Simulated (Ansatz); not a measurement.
BFH$_{4}$SiZn, SMILES `[F][Zn][BH][SiH3]`, relaxed with RKS PBE0-D4/def2-TZVP in the Gaussian-basis code of Ansatz from a PBE-D4/def2-SVP geometry. The force threshold is 0.005 eV/Å; the program also tests the step.

Charge 0, multiplicity 1.

Start:

```xyz
8

F    -1.747   -3.289    0.999
Zn   -1.020   -1.928    0.153
B    -0.172   -0.366   -0.801
Si    0.710    1.134    0.193
H    -0.302   -0.279   -2.011
H     1.655    2.012   -0.587
H    -0.494    1.983    0.569
H     1.371    0.733    1.487
```

```
step  energy (eV)  largest force (eV/Å)  largest move (Å)
   1  -59743.3318                 0.495             0.000
   2  -59743.3496                 0.178             0.029
   3  -59743.3513                 0.022             0.017
   4  -59743.3515                 0.014             0.009
   5  -59743.3516                 0.009             0.013
   6  -59743.3517                 0.007             0.012
   7  -59743.3517                 0.006             0.006
   8  -59743.3517                 0.003             0.008
```

End:

```xyz
8

F    -1.736   -3.325    0.979
Zn   -1.020   -1.946    0.151
B    -0.183   -0.350   -0.785
Si    0.694    1.156    0.199
H    -0.297   -0.270   -1.974
H     1.658    1.962   -0.598
H    -0.466    2.032    0.558
H     1.350    0.740    1.469
```

Run time 39 s (4 threads of a server CPU on a shared host); peak host memory 0.44 GiB.
